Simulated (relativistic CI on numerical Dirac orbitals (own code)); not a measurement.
## Crystal-field levels of Mn⁶⁺, 3d

Calculated by Dirac-Coulomb-Breit CI, KLI orbitals optimised for each configuration, model QED (radiative potential, 1s self-energy scaled to tabulated hydrogen-like ionisation energies), valence Slater integrals scaled by 0.7, one configuration in a parametric crystal field (own radial code).

Field parameters in Wybourne normalisation: D4h B²₀ = −7Ds, B⁴₀ = 21(Dq − Dt), B⁴₄ = 21√(5/14) Dq; Oh B⁴₀ = 21Dq, B⁴₄ = √(5/14) B⁴₀. The field is a parameter set, without covalency.

S and J are read from ⟨S²⟩ = S(S + 1) and ⟨J²⟩ = J(J + 1) of each level; they are not fictitious spins.

D4h, 10Dq = 31100, Ds = -1370, Dt = -610 cm⁻¹, the lowest 5 levels:

| E (cm⁻¹) | Degeneracy | Irrep | S | J |
| --- | --- | --- | --- | --- |
| 0.0 | 2 | Γ7 | 0.50 | 2.01 |
| 897 | 2 | Γ6 | 0.50 | 1.93 |
| 1520 | 2 | Γ7 | 0.50 | 2.44 |
| 31220 | 2 | Γ7 | 0.50 | 2.16 |
| 39747 | 2 | Γ6 | 0.50 | 2.16 |

Principal g values of the ground doublet: 1.19, 1.19, 1.47.

Oh, 10Dq = 31750 cm⁻¹, the lowest 3 levels:

```csv
E (cm⁻¹),Degeneracy,Irrep,S,J
0.0,4,Γ8,0.50,1.93
792,2,Γ7,0.50,2.50
32035,4,Γ8,0.50,2.16
```

The free-ion ground term has S = 1/2. Every field shown keeps that spin.

Levels of this model without a field, named by their leading LS term (the scale mimics covalency, so terms lie below those of the real free ion): 2D_3/2 0, 2D_5/2 1298 cm⁻¹.
